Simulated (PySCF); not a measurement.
C4H4F2O2. Atoms are numbered in the order given.

```xyz
12

O      3.0917     0.2468     0.0959
C      2.0141    -0.1790    -0.2246
C      0.7435     0.6418    -0.1438
C     -0.1475     0.3487     1.0904
C     -1.1391    -0.1456     0.0380
F     -1.4545    -1.4532     0.0909
F     -2.2991     0.5269    -0.0519
O     -0.2912     0.1372    -1.0237
H      1.8557    -1.2309    -0.5810
H      0.9656     1.7044    -0.3255
H      0.2111    -0.4351     1.7701
H     -0.4796     1.2315     1.6488
```

Geometry optimised at B3LYP-D3(BJ)/def2-SVP. The structure was generated by enumeration; whether it is a known compound was not checked. The values are those of a single conformer.

Method: PBE/pcSseg-1 run with PySCF.

GIAO shieldings, no solvent; atoms listed in one row are averaged. δ = σ(ref) − σ: ¹⁷O against H2O (σ = 334.3 ppm); ¹³C against TMS (σ = 182.0 ppm); ¹⁹F against CFCl3 (σ = 133.6 ppm); ¹H against TMS (σ = 31.49 ppm), references at their B3LYP-D3(BJ)/def2-TZVP geometries, non-relativistic.

### Question
Estimate the chemical shifts. (The exact figures need the calculation; the answer reports its results.)

### Answer

| nucleus | atoms | count | δ (ppm) |
|---|---|---|---|
| ¹⁷O | O1 | 1 | 710.8 |
| ¹⁷O | O8 | 1 | 169.5 |
| ¹³C | C2 | 1 | 209.6 |
| ¹³C | C5 | 1 | 135.1 |
| ¹³C | C3 | 1 | 75.3 |
| ¹³C | C4 | 1 | 43.0 |
| ¹⁹F | F6 | 1 | -85.2 |
| ¹⁹F | F7 | 1 | -91.6 |
| ¹H | H9 | 1 | 10.66 |
| ¹H | H10 | 1 | 4.46 |
| ¹H | H12 | 1 | 3.54 |
| ¹H | H11 | 1 | 3.05 |
